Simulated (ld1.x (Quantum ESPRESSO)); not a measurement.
# B: one change to an ultrasoft potential, before and after

ld1.x (Quantum ESPRESSO) 7.5 input, shortened:

```
&input
   title='B', zed=5., rel=1, dft='PBE', iswitch=3,
   config='[He] 2s2 2p1'
 /
 &inputp
   pseudotype=3, tm=.true., lloc=-1, rcloc=1.65,
   nlcc=.true., rcore=1.55,
   which_augfun='PSQ', rmatch_augfun_nc=.true.
 /
4
2S  1  0   2.00   0.00  1.25  1.50  0.0
2S  1  0   0.00   0.15  1.25  1.50  0.0
2P  2  1   1.00   0.00  2.10  2.80  0.0
2P  2  1   0.00   0.15  2.10  2.80  0.0
 &test
   configts(1)='2s2 2p1'
 /
```

Change: core correction a·sin(br)/r model core inside 1.14 bohr.

Cutoffs: the cutoffs (Ry, on a coarse ladder) from which the occupation-weighted sum of valence levels, in a spherical-Bessel basis at the reference potential, stays within 10 and 1 mRy of its value at 400 Ry; they do not see the model core or the augmentation charge, which bear on the density cutoff. Errors are all-electron minus pseudo energies relative to the spin-unpolarised reference configuration.

Problem. Predict the effect on cutoff, ghosts and configuration errors.

Solution. Both files are so soft that the ladder of cutoffs tells neither apart; of the 7 tests that both files solve, the error grows in 2 and shrinks in 2 by more than 15 % and 0.3 meV (median size 3.1 → 3.2 meV); neither file shows a bound ghost. A model core, the more so a compact one, raises the density cutoff, which this test does not measure.

```csv
quantity,base,changed
"cutoff, loose",6 Ry,6 Ry
"cutoff, tight",12 Ry,12 Ry
bound ghosts,none,none
"error for 2s2 2p0, meV [ΔE 8.22 eV]",+24,+19
"error for 2s1 2p0, meV [ΔE 33.64 eV]",+95,+74
"error for 2s2 2p0.5, meV [ΔE 2.89 eV]",+3.1,+2.7
"error for 2s2 2p1.3, meV [ΔE -0.74 eV]",+0.3,+0.3
"error for 2s1 2p2, meV [ΔE 5.85 eV]",0.0,-0.9
"error for 2s0 2p3, meV [ΔE 11.72 eV]",-1.7,-3.2
"error for 2s1 2p1, meV [ΔE 14.36 eV]",-4.9,-4.9
s: phases at 3.03 bohr within 0.05 rad from the reference energy up to (Ry; the scan ends near 5),to the end of the scan,to the end of the scan
p: phases at 3.03 bohr within 0.05 rad from the reference energy up to (Ry; the scan ends near 5),to the end of the scan,to the end of the scan
lowest overlap eigenvalue by channel,"s 0.55, p 1.00","s 0.55, p 1.00"
```
